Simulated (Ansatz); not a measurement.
## Cost against result

The pair of SiH₄ (SMILES [SiH4], atoms 1–5) and AsH₃ (SMILES [AsH3], atoms 6–9), both closed shells, in one local arrangement (a lower one may exist), relaxed at PBE0-D4/def2-TZVP:

```
9
angstrom
Si 0.0398 0.1534 -1.9875
H 1.3543 -0.3250 -1.4909
H -0.1940 1.5468 -1.5342
H -1.0394 -0.7297 -1.4775
H 0.0369 0.1143 -3.4740
As -0.0096 0.0108 1.8937
H -1.2754 -0.5698 2.5051
H 0.8520 -1.1048 2.4649
H 0.2354 0.9040 3.1003
```

Interaction energies are counterpoise-corrected; the time is that of the whole pair.

Ansatz 0.2.0; basis: as named in each row; cores frozen in the correlated methods. Filled d shells of the heavier atoms are correlated. The def2 sets are not built for correlating such inner shells, so the correlated values are less sure here. B3LYP uses VWN-RPA correlation. Extrapolation: Hartree–Fock as exp(−7.88 √X), correlation as X^−2.97.

Times are rough, for one single point on 4 threads of a shared host (Arm Neoverse V1).

The estimate by CCSD(T) at an estimated basis limit (MP2 extrapolated from triple and quadruple zeta, plus CCSD(T) − MP2 in triple zeta) is -1.10 kcal/mol.

| method | basis | time (s) | interaction energy (kcal/mol) | method less estimate |
| --- | --- | --- | --- | --- |
| HF | STO-3G | under 1 | 0.98 | 2.08 |
| PBE-D4 | STO-3G | under 1 | -0.43 | 0.66 |
| B3LYP-D4 | 6-31G | under 1 | -0.81 | 0.29 |
| PBE-D4 | def2-SVP | under 1 | -1.46 | -0.36 |
| PBE0-D4 | def2-SVP | under 1 | -1.46 | -0.36 |
| SPW92 | def2-SVP | 1 | -2.03 | -0.93 |
| revPBE-D4 | def2-TZVPPD | 1 | -1.15 | -0.05 |
| CCSD(T) | def2-SVP | 2 | -0.10 | 1.00 |
| PBE-D4 | def2-TZVPPD | 2 | -1.43 | -0.34 |
| BLYP-D4 | def2-TZVPPD | 2 | -1.06 | 0.04 |
| HSE06-D4 | def2-TZVPPD | 2 | -1.34 | -0.25 |
| PBE0-D4 | def2-TZVPPD | 2 | -1.34 | -0.24 |
| B3LYP-D4 | def2-TZVPPD | 2 | -1.17 | -0.08 |
| r2SCAN-D4 | def2-TZVPPD | 3 | -0.81 | 0.29 |
| wB97M-V | def2-SVP | 3 | -1.21 | -0.11 |
| B2PLYP | def2-TZVPPD | 4 | -0.05 | 1.04 |
| B97M-V | def2-TZVPPD | 6 | -1.06 | 0.03 |
| wB97X-V | def2-TZVPPD | 6 | -1.06 | 0.04 |
| wB97M-V | def2-TZVPPD | 8 | -1.13 | -0.03 |
| MP2 | def2-QZVPPD | 16 | -1.08 | 0.02 |
| CCSD(T) | def2-TZVPPD | 60 | -0.77 | 0.33 |

The T1 diagnostic stays at or below 0.012.
